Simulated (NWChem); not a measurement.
# SnH$_{4}$; SMILES [SnH4]

def2 effective core potentials on Sn; no spin-orbit coupling.

Task: Give the equilibrium geometry at PBE0/def2-SVP with def2 effective core potentials on Sn (NWChem) as a list of bonds and angles, with the point group.

Result: point group Td; any orientation.
Bond lengths (Å): Sn1–H2 1.712, Sn1–H3 1.712, Sn1–H4 1.712, Sn1–H5 1.712. Bond angles (°): H2–Sn1–H3 109.5, H2–Sn1–H4 109.5, H2–Sn1–H5 109.5, H3–Sn1–H4 109.5, H3–Sn1–H5 109.5, H4–Sn1–H5 109.5.
